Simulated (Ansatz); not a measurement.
Spectroscopic constants of TiS, multiplicity 3 (the spin of the measured ground state). No spin–orbit coupling. Ti is treated without relativity. The T1 diagnostic near the minimum is 0.066, so single-reference values are doubtful.

D_e counts from the fitted minimum to each atom's lowest state at the same level, without counterpoise. The lowest state of Ti differs between levels (2S+1 = 3, 5).

Codes used: Ansatz (Gaussian orbitals). Values without a source in brackets are computed.

Q: One of these levels gives 148.16 kcal/mol for the bond energy D_e. Which one is it?
A. PBE/def2-TZVPP
B. SVWN5/def2-TZVPP
C. BHLYP/def2-TZVPP
D. r2SCAN/def2-TZVPP

A: B, SVWN5/def2-TZVPP. The others give 128.27 (PBE/def2-TZVPP), 118.28 (r2SCAN/def2-TZVPP), 86.83 (BHLYP/def2-TZVPP)

Ansatz is a first-principles code.
